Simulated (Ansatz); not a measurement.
Consider the stannylene formation by 1,1-elimination: `[OH][SnH2][O][SiH3]` → H₂ + `[OH][Sn][O][SiH3]`.

Isolated molecules relaxed with PBE0-D4/def2-TZVP in Ansatz; ΔE leaves out vibrations. CBS: MP2 limit from def2 TZ/QZ plus the TZ coupled-cluster correction, frozen cores. This one scheme is used for every species. Functionals use def2-TZVPP. HSE06 is defined as in plane-wave codes. Elements past krypton have def2 core potentials. For Sn outer-core shells are correlated without core-valence functions, which leaves a few kJ/mol of doubt a bond. One conformer a species, not always the lowest.

CCSD(T)/CBS gives -33.7 kJ/mol.

**Question.** Another level gave -30.0 kJ/mol. Which?
A. CCSD/def2-TZVPP
B. HSE06-D4/def2-TZVPP
C. MP2/def2-TZVPP
D. B97M-V/def2-TZVPP

**Answer.** B. HSE06-D4 -30.0, CCSD/def2-TZVPP -22.8, MP2/def2-TZVPP -39.2, B97M-V -18.6 kJ/mol.

Largest T1 diagnostic among the species: 0.016.

In def2-TZVPP, CCSD(T) changes the Hartree–Fock value by −14.2 kJ/mol (the triples alone add −2.9 kJ/mol) and MP2 by −27.7 kJ/mol. From PBE to PBE0 (25 % exact exchange), in def2-TZVPP and without D4, ΔE moves by +22.1 kJ/mol.
